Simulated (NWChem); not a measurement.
System: HfNH2SF; SMILES [NH2][Hf]([F])=[S]

NWChem printed, in part:

```
             Northwest Computational Chemistry Package (NWChem) 7.3.0
             --------------------------------------------------------

 C1  symmetry detected

                             Geometry "geometry" -> ""
                             -------------------------

 Output coordinates in angstroms (scale by  1.889725989 to convert to a.u.)

  No.       Tag          Charge          X              Y              Z
 ---- ---------------- ---------- -------------- -------------- --------------
    1 Hf                  72.0000    -0.01599943     0.18668366     0.17840028
    2 S                   16.0000    -0.18270316    -2.00234350    -0.20660193
    3 F                    9.0000    -1.45553469     1.25648008    -0.52372397
    4 N                    7.0000     1.79986995     0.77445553    -0.46837547
    5 H                    1.0000     2.03461609     1.71928669    -0.77178284
    6 H                    1.0000     2.54131599     0.14747609    -0.77526260

 Effective nuclear repulsion energy (a.u.)     675.3707625753

                                 NWChem DFT Module
                                 -----------------

 Summary of "ao basis" -> "ao basis" (spherical)
 ------------------------------------------------------------------------------
       Tag                 Description            Shells   Functions and Types
 ---------------- ------------------------------  ------  ---------------------
 Hf                         def2-svp                12       32   6s3p2d1f
 S                          def2-svp                 8       18   4s3p1d
 F                          def2-svp                 6       14   3s2p1d
 N                          def2-svp                 6       14   3s2p1d
 H                          def2-svp                 3        5   2s1p

            General Information
            -------------------
          SCF calculation type: DFT
          Wavefunction type:  closed shell.
          No. of atoms     :     6
          No. of electrons :    46
           Alpha electrons :    23
            Beta electrons :    23
          Charge           :     0
          Spin multiplicity:     1
          Use of symmetry is: off; symmetry adaption is: off
          Maximum number of iterations: 150
          AO basis - number of functions:    88
                     number of shells:    38
          Convergence on energy requested:  1.00D-06
          Convergence on density requested:  1.00D-05
          Convergence on gradient requested:  5.00D-04

              XC Information
              --------------
                     r^2SCAN0 Method XC Functional
                     Hartree-Fock (Exact) Exchange  0.250
               r^2SCAN metaGGA Exchange Functional  0.750
                     r^2SCAN Correlation Potential  1.000

             Grid Information
             ----------------
          Grid used for XC integration:  medium
          Radial quadrature: Mura-Knowles
          Angular quadrature: Lebedev.
          Tag              B.-S. Rad. Rad. Pts. Rad. Cut. Ang. Pts.
          ---              ---------- --------- --------- ---------
          Hf                  1.55      123           9.0       590
          S                   1.00       88          11.0       590
          F                   0.50       49          11.0       434
          N                   0.65       49          10.0       434
          H                   0.35       45          11.0       434
          Grid pruning is: on
          Number of quadrature shells:   399
          Spatial weights used:  Erf1

      Superposition of Atomic Density Guess
      -------------------------------------

 Sum of atomic energies:        -603.82080972

      Non-variational initial energy
      ------------------------------

 Total energy =    -599.546352
 1-e energy   =   -1170.632830
 2-e energy   =     405.547623
 HOMO         =      -0.341516
 LUMO         =      -0.081219

     ---------------------------------------------
      Total Density - Mulliken Population Analysis
     ---------------------------------------------

    Atom       Charge   Shell Charges
 -----------   ------   -------------------------------------------------------
    1 Hf  12     9.67   0.03 -0.30  1.74  0.53  0.34  0.06  5.47  0.59  0.12  0.78  0.21  0.10
    2 S   16    17.16   2.00  1.99  1.24  0.68  5.94  2.03  3.25  0.02
    3 F    9     9.70   1.99  1.16  0.80  3.59  2.17  0.00
    4 N    7     7.98   1.99  1.05  0.50  2.66  1.78  0.00
    5 H    1     0.74   0.58  0.11  0.04
    6 H    1     0.74   0.59  0.11  0.05

   convergence    iter        energy       DeltaE   RMS-Dens  Diis-err
 ---------------- ----- ----------------- --------- --------- ---------
 d= 0,ls=0.0,diis     1   -601.4943550099 -7.67D+02  4.76D-02  1.61D+00
 d= 0,ls=0.0,diis     2   -598.4573281856  3.04D+00  3.97D-02  2.21D+01
 d= 0,ls=0.0,diis     3   -601.7239479296 -3.27D+00  6.81D-03  3.21D-01
 d= 0,ls=0.0,diis     4   -601.7354435203 -1.15D-02  3.46D-03  1.49D-01
 d= 0,ls=0.0,diis     5   -601.7582726006 -2.28D-02  3.59D-04  1.20D-03
  Resetting Diis
 d= 0,ls=0.0,diis     6   -601.7583913129 -1.19D-04  2.10D-04  3.25D-04
 d= 0,ls=0.0,diis     7   -601.7584485164 -5.72D-05  9.21D-05  3.66D-05
 d= 0,ls=0.0,diis     8   -601.7584427836  5.73D-06  5.58D-05  9.34D-05
 d= 0,ls=0.0,diis     9   -601.7584525460 -9.76D-06  6.41D-06  2.12D-07
 d= 0,ls=0.0,diis    10   -601.7584525774 -3.13D-08  3.79D-06  4.02D-08

         Total DFT energy =     -601.758452577350
      One electron energy =    -1175.330993082249
           Coulomb energy =      457.703305616046
    Exchange-Corr. energy =      -49.669620909831
 Nuclear repulsion energy =      165.538855798684

 Numeric. integr. density =       46.000003598939

                       DFT Final Molecular Orbital Analysis
                       ------------------------------------

 Vector   21  Occ=2.000000D+00  E=-2.831746D-01
              MO Center= -1.4D-01, -1.6D+00, -1.5D-01, r^2= 2.5D+00
   Bfn.  Coefficient  Atom+Function         Bfn.  Coefficient  Atom+Function
  ----- ------------  ---------------      ----- ------------  ---------------
    44      0.491611  2 S  py                41      0.389387  2 S  py
     5      0.305336  1 Hf s                 20     -0.295173  1 Hf d  2
     3     -0.236428  1 Hf s                 38      0.227243  2 S  py
    17      0.157727  1 Hf d -1               8      0.152615  1 Hf py
    35     -0.144332  2 S  s                  2      0.139385  1 Hf s

 Vector   22  Occ=2.000000D+00  E=-2.609729D-01
              MO Center= -1.5D-01, -1.5D+00, -1.2D-01, r^2= 2.2D+00
   Bfn.  Coefficient  Atom+Function         Bfn.  Coefficient  Atom+Function
  ----- ------------  ---------------      ----- ------------  ---------------
    45      0.519553  2 S  pz                42      0.376437  2 S  pz
    17     -0.286386  1 Hf d -1              39      0.218461  2 S  pz
    18     -0.100593  1 Hf d  0              22     -0.098305  1 Hf d -1
     9     -0.090267  1 Hf pz                15      0.090099  1 Hf pz
    20     -0.072816  1 Hf d  2              43     -0.069106  2 S  px

 Vector   23  Occ=2.000000D+00  E=-2.507889D-01
              MO Center= -1.3D-01, -1.6D+00, -1.5D-01, r^2= 2.2D+00
   Bfn.  Coefficient  Atom+Function         Bfn.  Coefficient  Atom+Function
  ----- ------------  ---------------      ----- ------------  ---------------
    43      0.547558  2 S  px                40      0.391455  2 S  px
    37      0.226592  2 S  px                16     -0.219565  1 Hf d -2
     7     -0.120735  1 Hf px                21     -0.098154  1 Hf d -2
    13      0.091650  1 Hf px                45      0.080510  2 S  pz
    73      0.076502  4 N  pz                67      0.075403  4 N  s

 Vector   24  Occ=0.000000D+00  E=-1.009453D-01
              MO Center= -4.1D-03,  3.0D-01,  1.1D+00, r^2= 3.6D+00
   Bfn.  Coefficient  Atom+Function         Bfn.  Coefficient  Atom+Function
  ----- ------------  ---------------      ----- ------------  ---------------
    18      0.529365  1 Hf d  0               6      0.504814  1 Hf s
     5      0.374482  1 Hf s                 15      0.298395  1 Hf pz
     3     -0.237447  1 Hf s                 23      0.165861  1 Hf d  0
     4     -0.161861  1 Hf s                  9     -0.149338  1 Hf pz
     2      0.148180  1 Hf s                 44     -0.124366  2 S  py

 Vector   25  Occ=0.000000D+00  E=-2.906810D-02
              MO Center= -1.4D-01,  1.8D-01,  3.6D-01, r^2= 3.4D+00
   Bfn.  Coefficient  Atom+Function         Bfn.  Coefficient  Atom+Function
  ----- ------------  ---------------      ----- ------------  ---------------
    17      0.571655  1 Hf d -1              19      0.432612  1 Hf d  1
    16     -0.235730  1 Hf d -2              18     -0.225904  1 Hf d  0
    45      0.219844  2 S  pz                13     -0.217950  1 Hf px
    22      0.209271  1 Hf d -1              44     -0.195748  2 S  py
    14      0.170677  1 Hf py                56      0.162963  3 F  pz

 Vector   26  Occ=0.000000D+00  E=-2.276366D-02
              MO Center=  1.1D-01,  2.4D-01,  4.5D-01, r^2= 3.9D+00
   Bfn.  Coefficient  Atom+Function         Bfn.  Coefficient  Atom+Function
  ----- ------------  ---------------      ----- ------------  ---------------
    19      0.558507  1 Hf d  1              17     -0.383697  1 Hf d -1
    44      0.267025  2 S  py                13     -0.247302  1 Hf px
    16     -0.227206  1 Hf d -2              14     -0.212679  1 Hf py
    24      0.209554  1 Hf d  1              36      0.209895  2 S  s
    73      0.206291  4 N  pz                45     -0.198705  2 S  pz

     ---------------------------------------------
      Total Density - Mulliken Population Analysis
     ---------------------------------------------

    Atom       Charge   Shell Charges
 -----------   ------   -------------------------------------------------------
    1 Hf  12    11.02   0.03 -0.30  1.79  0.50  0.38 -0.01  5.54  0.55  0.20  1.79  0.41  0.13
    2 S   16    16.40   2.00  1.99  1.20  0.73  5.93  1.76  2.76  0.03
    3 F    9     9.40   1.99  1.12  0.83  3.32  2.13  0.00
    4 N    7     7.53   1.99  0.98  0.54  2.40  1.62  0.01
    5 H    1     0.84   0.70  0.09  0.05
    6 H    1     0.82   0.69  0.08  0.05

     -------------------------------------------
      Total Density - Lowdin Population Analysis
     -------------------------------------------

    Atom       Charge   Shell Charges
 -----------   ------   -------------------------------------------------------
    1 Hf  12    11.85   0.00  0.03  1.09  0.80  0.35  0.13  4.91  1.25  0.38  1.71  0.90  0.29
    2 S   16    15.98   2.00  1.96  0.96  0.71  5.81  1.88  2.63  0.03
    3 F    9     9.19   1.98  1.02  0.78  3.21  2.20  0.00
    4 N    7     7.18   1.97  0.73  0.47  2.21  1.79  0.02
    5 H    1     0.91   0.58  0.20  0.13
    6 H    1     0.90   0.58  0.19  0.13

     Multipole analysis of the density
     ---------------------------------

     L   x y z        total         alpha         beta         nuclear
     -   - - -        -----         -----         ----         -------
     0   0 0 0      0.000000    -23.000000    -23.000000     46.000000

     1   1 0 0      1.036885     -0.388594     -0.388594      1.814072
     1   0 1 0      1.737237     11.452047     11.452047    -21.166858
     1   0 0 1      1.264840     10.746249     10.746249    -20.227659

     2   2 0 0    -35.278670   -112.056602   -112.056602    188.834533
     2   1 1 0      1.946082     -4.362420     -4.362420     10.670922
     2   1 0 1     -3.108464      2.036813      2.036813     -7.182090
     2   0 2 0    -41.139170   -174.041656   -174.041656    306.944143
     2   0 1 1      0.504212      5.401898      5.401898    -10.299584
     2   0 0 2    -31.863195    -27.119315    -27.119315     22.375434
```

Level: r2SCAN0/def2-SVP with def2 effective core potentials on Hf. Structure relaxed at the PBE0/def2-SVP level. def2 effective core potentials on Hf; no spin-orbit coupling.

**Question.** Which NWChem input produces such a log?

**Answer.** This is not unique; one that fits is the input that was run:
```
start job
memory heap 200 mb stack 900 mb global 1100 mb
geometry units angstroms noautoz
  Hf    -0.065907     0.171290     0.380655
  S      0.629669    -1.876028    -0.160196
  F     -1.774558     0.678270    -0.349542
  N      1.413839     1.454209    -0.094368
  H      1.283101     2.440801    -0.316655
  H      2.350049     1.182317    -0.388665
end
basis spherical
  * library def2-svp
end
ecp
  Hf library def2-ecp
end
dft
  xc r2scan0
  iterations 150
  mulliken
end
task dft energy
```
